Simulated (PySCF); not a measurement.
## Tb(NH2)3: from a saddle point downhill

PySCF 2.14.0, RKS PBE0, Tb lcecp-1-SVP with ECP54, N def2-SVP, H def2-SVP; non-relativistic Hamiltonian with scalar-relativistic core potentials where named; density fitting; no spin-orbit coupling. Relaxed within the symmetry of its start, the geometry (D3h) is

```xyz
10

Tb    0.0000    0.0000    0.0000
N     2.2150    0.0000    0.0000
H     2.8441    0.0000    0.8040
H     2.8441    0.0000   -0.8040
N    -1.1075    1.9183    0.0000
H    -1.4221    2.4631    0.8040
H    -1.4221    2.4631   -0.8040
N    -1.1075   -1.9183    0.0000
H    -1.4220   -2.4631    0.8040
H    -1.4220   -2.4631   -0.8040
```

and its lowest harmonic modes are -454, -454, -435, -89, 114, 114 cm⁻¹ (negative: unstable). It was moved along the lowest mode and relaxed again.

Q: Where does it end, and how much lower?

A: In nearly C3v, 0.914 eV lower, after 43 steps:
```xyz
10

Tb   -0.0062    0.0113   -0.0844
N     2.1782    0.0017    0.0058
H     2.8003    0.8013    0.1335
H     2.7963   -0.8094   -0.0478
N    -1.0970    1.8863    0.1902
H    -0.6980    2.8158    0.3289
H    -2.1076    2.0215    0.2363
N    -1.0887   -1.8811   -0.2384
H    -2.0979   -2.0343   -0.2081
H    -0.6794   -2.8132   -0.3160
```

Q: How do the contacts change?

A: 
```csv
contact,saddle (Å),end (Å)
Tb1–N2 (NH2),2.215,2.186
Tb1–N5 (NH2),2.215,2.186
Tb1–N8 (NH2),2.215,2.186
```


No frequency check is given for the end, and other unstable modes may remain.

An lcecp potential fixes the number of 4f electrons, so in runs with it no electron can move into or out of that shell.

State: singlet in the valence, with the 4f electrons in the core potential.
